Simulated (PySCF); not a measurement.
Mapped SMILES: `[CH3:1][O:2][SiH:3]([O:4][CH3:5])[O:6][SiH3:7]`. Each H is labelled by its parent atom.

Geometry: GFN2-xTB; GIAO absolute shieldings from PySCF, gas phase, non-relativistic, averaged over equivalent atoms.

At PBE0/pcSseg-1 (183 basis functions, 25 s wall time on 1 thread of an Arm Neoverse V1, shared host):
```csv
atoms,σ (ppm)
C1/C5,135.0
O6,293.5
O2/O4,305.1
Si7,395.4
Si3,420.8
H(Si7),26.47
H(Si3),27.78
H(C1)/H(C5),27.83
```

Question: Estimate the result of repeating the calculation with B3LYP/pcSseg-1.

Answer: 
| atoms | σ at B3LYP/pcSseg-1 | change |
| --- | --- | --- |
| C1/C5 | 129.3 | -5.7 |
| O6 | 289.4 | -4.1 |
| O2/O4 | 300.6 | -4.5 |
| Si7 | 388.7 | -6.7 |
| Si3 | 414.7 | -6.1 |
| H(Si7) | 26.68 | +0.21 |
| H(Si3) | 27.97 | +0.19 |
| H(C1)/H(C5) | 27.91 | +0.08 |

The largest change is at Si7 (silicon bonded to O, 3 H). Cost: 183 basis functions, 23 s wall time on 1 thread of an Arm Neoverse V1, shared host.
